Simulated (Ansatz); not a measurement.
Single points on Mg₂F₅⁻.

```yaml
crystal:
  periodic: [false, false, false]
  atoms:
    - {symbol: Mg, position_ang: [0.830038, 1.696947, -0.205437]}
    - {symbol: Mg, position_ang: [-0.828236, -1.697123, 0.208559]}
    - {symbol: F, position_ang: [-0.071028, -3.034619, -0.768964]}
    - {symbol: F, position_ang: [0.004159, -0.000020, 0.015058]}
    - {symbol: F, position_ang: [2.188990, 2.055822, 0.953729]}
    - {symbol: F, position_ang: [-2.252320, -1.730611, 1.344280]}
    - {symbol: F, position_ang: [0.128399, 2.709603, -1.547226]}
basis:
  gaussian: {orbitals: def2-TZVPD, initial_orbitals: start.molden}
total_charge: -1
hamiltonian: {xc: pbe, dispersion: d4}
scf: {omitted_lower_state_checks: [starts]}
output: {forces: true, orbitals: {seedname: orbitals}}
```

The file start.molden holds the orbitals of an earlier run on this structure, at another level or in another basis.

```sh
$ ansatz run in.yaml --threads 4 --pin off --events-out ev --progress --plain --max-ram 4787MiB
```

Shortened log:

```
Functional definition: PBE
1601 factors; their error is unknown
mean field evaluation 1: about -24473.1984 eV, gradient 1.3e1 eV
mean field evaluation 2: about -24473.3910 eV, gradient 2.2e-1 eV
mean field evaluation 4: about -24473.3705 eV, gradient 4.0e-4 eV
mean field -24473.37049480 eV, -899.3797770375 hartree, gradient 1.4e-5 eV, S^2 0.000000; 0 other end points of the search recorded, 0 dependent functions left out
reference -24473.37056045 eV, -899.3797794502 hartree; 35, 35 occupied and 235, 235 virtual orbitals, 1601 factors
Total energy: -24473.46933313 eV, -899.3834092792 hartree
Atom 0 at     0.830038     1.696947    -0.205437 Å, force     0.021530     0.057193    -0.009572 eV/Å
Atom 1 at    -0.828236    -1.697123     0.208559 Å, force    -0.027455    -0.054187     0.008662 eV/Å
Atom 2 at    -0.071028    -3.034619    -0.768964 Å, force    -0.067704     0.118301     0.086558 eV/Å
Atom 3 at     0.004159    -0.000020     0.015058 Å, force     0.003465    -0.001506     0.005071 eV/Å
Atom 4 at     2.188990     2.055822     0.953729 Å, force    -0.126539    -0.037392    -0.106322 eV/Å
Atom 5 at    -2.252320    -1.730611     1.344280 Å, force     0.130850     0.004656    -0.103865 eV/Å
Atom 6 at     0.128399     2.709603    -1.547226 Å, force     0.065852    -0.087064     0.119467 eV/Å
Dipole moment:     0.003946    -0.000321     0.007740 e Å
Checks for a lower state left out: starts
```

Hardware: 4 threads of Arm Neoverse V2 on a shared host. Wall time 3.1 s.

Geometry: PBE-D4/def2-SVPD.

Another isomer (singlet) lies 1.00 eV lower at PBE0-D4/def2-TZVPD; other spin states weren't run for this one.
